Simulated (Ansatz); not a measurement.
Species: CH$_{3}$, net charge 0, doublet state. 
Coordinates optimised at B3LYP-D3(BJ)/def2-TZVP (Ansatz, an electronic-structure program):
```
C
H 1 1.0789
H 1 1.0789 2 120.00
H 1 1.0789 2 120.00 3 180.00
```
Charge 0, spin multiplicity 2.

Basis-set convergence of Hartree-Fock and CCSD(T) correlation energies (hartree) with Ansatz. Valence correlation only, unless marked. UHF or UKS for open shells. No spin-orbit coupling. Non-relativistic.

```json
[
 {"basis": "cc-pVDZ", "functions": "29", "E(HF)": "-39.56381", "E(corr, CCSD(T))": "-0.15202"},
 {"basis": "cc-pVTZ", "functions": "72", "E(HF)": "-39.57748", "E(corr, CCSD(T))": "-0.18350"},
 {"basis": "cc-pVQZ", "functions": "145", "E(HF)": "-39.58026", "E(corr, CCSD(T))": "-0.19218"}
]
```

Extrapolating the two largest sets (X = 3 and 4) as X^-3: E(corr) = (64·(-0.19218) - 27·(-0.18350))/37 = -0.1985 Eh, an estimate of the basis-set limit. The largest set recovers 96.8 % of it, the smallest 76.6 %.
